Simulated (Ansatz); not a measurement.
```yaml
crystal:
  periodic: [false, false, false]
  atoms:
    - {symbol: C, position_ang: [-0.858012, 0.865494, -0.939379]}
    - {symbol: Sn, position_ang: [0.881573, 0.484111, 0.284287]}
    - {symbol: N, position_ang: [0.435328, -1.274157, 1.224639]}
    - {symbol: H, position_ang: [-1.055298, -0.030155, -1.530915]}
    - {symbol: H, position_ang: [-0.671265, 1.710386, -1.601814]}
    - {symbol: H, position_ang: [-1.720308, 1.085274, -0.310608]}
    - {symbol: H, position_ang: [2.231511, 0.052894, -0.718038]}
    - {symbol: H, position_ang: [-0.359776, -1.239021, 1.849880]}
    - {symbol: H, position_ang: [1.204645, -1.701127, 1.724748]}
basis:
  gaussian: {orbitals: STO-3G, point_charges: [{charge: -1.00, position_ang: [5.607, 0.745, -0.008]}]}
magnetization: {spin_polarized: true, initial_magnetization: 2}
hamiltonian: {xc: {name: r2SCAN50}, dispersion: d3bj}
output: {forces: true}
```

```sh
$ ansatz run in.yaml --threads 4 --pin off --events-out ev --progress --plain --max-ram 10444MiB
```

It prints (some lines left out):

```
Error: a molecule whose nuclei and cores have a total charge of 69 cannot have a net charge of 0 together with 2 unpaired electrons
```

Problem. Something in this input is off. What?

Solution. The number of unpaired electrons doesn't fit the electron count. The program refused the input.
